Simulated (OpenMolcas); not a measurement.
**Computed transition rates of Fe I**

```yaml
Program: OpenMolcas 26.06
Method: "MS-CASPT2, IPEA 0.25 Eh, imaginary shift 0.1 Eh (closed shells correlated: 3s 3p 4s)"
Basis: ANO-R3 [7s5p5d3f2g1h]
Scalar_Hamiltonian: X2C, finite nucleus
Active_space: 6 electrons in 5 orbitals (3d)
State_averaging: 2S+1 = 5 even, 5 roots; 2S+1 = 3 even, 45 roots; 2S+1 = 1 even, 50 roots (35 in the spin-orbit step)
Spin-orbit_coupling: state interaction with AMFI integrals over the reference wave functions, term energies averaged over their components
```

Rates come from the transition moments of the reference wave functions (E1 and E2 in the length form). At fixed line strength A goes as λ^-3 for E1 and M1 and as λ^-5 for E2, so a rate at the computed wavelength can be rescaled to the measured one. Measured vacuum wavelengths follow from level energies in NIST Handbook of Basic Atomic Spectroscopic Data. Branching counts decays inside the model space alone, at computed energies, and the table is only a selection of the M1 lines, drawn from those between levels with measured partners whose computed energy lies within a factor of 1.5 of the measured one.

| Upper | Lower | Type | λ computed (nm) | λ measured (nm) | A computed (s-1) | A rescaled (s-1) | Branching % |
| --- | --- | --- | --- | --- | --- | --- | --- |
| 3d⁶ 4s² ⁵D₀ | 3d⁶ 4s² ⁵D₁ | M1 | 106300 | 111200 | 1.35e-04 | 1.18e-04 | 100.0 |
| 3d⁶ 4s² ⁵D₁ | 3d⁶ 4s² ⁵D₂ | M1 | 52080 | 54310 | 6.70e-04 | 5.91e-04 | 100.0 |
| 3d⁶ 4s² ⁵D₂ | 3d⁶ 4s² ⁵D₃ | M1 | 33440 | 34710 | 1.74e-03 | 1.56e-03 | 100.0 |
| 3d⁶ 4s² ⁵D₃ | 3d⁶ 4s² ⁵D₄ | M1 | 23370 | 24040 | 2.73e-03 | 2.51e-03 | 100.0 |
| 3d⁶ 4s² ³P₂(1) | 3d⁶ 4s² ⁵D₃ | M1 | 582.6 | 556.7 | 3.67e-01 |  | 91.4 |

Spin-changing lines and M1 lines between different terms are not rescaled, since their strength hangs on the term gaps too.

The largest correction is for 3d⁶ 4s² ⁵D₀ → 3d⁶ 4s² ⁵D₁ (M1): 1.35e-04 × (106300 / 111200)^3 = 1.18e-04 s-1, a factor of 0.87.

The computed rate and branching of 3d⁶ 4s² ⁵D₃ → 3d⁶ 4s² ⁵D₄ give the upper level a radiative lifetime of 1.000 / 2.73e-03 s-1 = 3.66e+02 s, counting decays inside the model space alone. The rescaled rate gives about 4.0e+02 s.

No measured rate stands beside these. Rescaling mends the energy factor alone: line strengths can still be far off where a level mixes with configurations outside the active space, and weak or spin-changing lines hang on small mixing coefficients that depend on the term gaps too, so rescaling need not improve them.

Some high roots are left out of the spin-orbit mixing, which shifts the levels that they would mix with. With the s shell closed, the reference lacks s² → p², s² → d² and s → d mixing, so excited terms can stand far too high and out of order, with CASPT2 too. Computed and measured levels are paired by configuration, term and J; levels that our copy of the source lacks, or whose pairing is in doubt (as where it misses far off the trend of its configuration), stay unpaired. Levels of configurations outside the active space are missing.

A number in round brackets counts repeated terms of one configuration in the order of the reference energies.
